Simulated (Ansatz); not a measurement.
Total energies of NiMe2 (C₂H₆Ni) from Ansatz at ωB97M-V/def2-TZVP, gas phase (1 Eh = 27.2114 eV = 2625.5 kJ/mol). The reference geometry is relaxed at r2SCAN-D4/def2-TZVP.

| state | geometry | energy (Eh) |
| --- | --- | --- |
| charge 0 triplet | reference | -1587.98603 |
| charge 1 quartet | reference | -1587.65816 |
| charge 0 singlet | relaxed at r2SCAN-D4/def2-TZVP | -1587.98471 |
| free Ni atom (triplet) | – | -1508.18941 |
| free C atom (triplet) | – | -37.84639 |
| free H atom (doublet) | – | -0.49411 |

Other spin states of the ions weren't run at this level and may lie lower.

(1) Work out the vertical ionisation energy to the quartet.

(2) Which of the charge 0 states is lowest, and how far above it are the others?

(3) What is the binding energy per atom against free atoms?

(1) E(charge 1 quartet) − E(charge 0 triplet) = -1587.65816 − (-1587.98603) = 0.32787 Eh = 8.92 eV. For comparison, −ε of the highest occupied level of the spin that leaves is 9.74 eV at this level, 0.82 eV more.

(2) The triplet, but by less than the method's error, so the order isn't settled. singlet: -1587.98471 − (-1587.98603) = 0.00132 Eh = 3.5 kJ/mol.

(3) Atoms: 1 × (-1508.18941) + 2 × (-37.84639) + 6 × (-0.49411) = -1586.84685 Eh. Binding: -1586.84685 − (-1587.98603) = 1.13918 Eh = 31.00 eV, or 3.44 eV for each of 9 atoms (no zero-point energy, no counterpoise term).

At ωB97M-V/def2-TZVP the highest occupied level of the triplet has α spin (-8.58 eV), and emptying it gives a doublet, which wasn't run; the ionisation energy to the quartet shown is then probably not the lowest one.
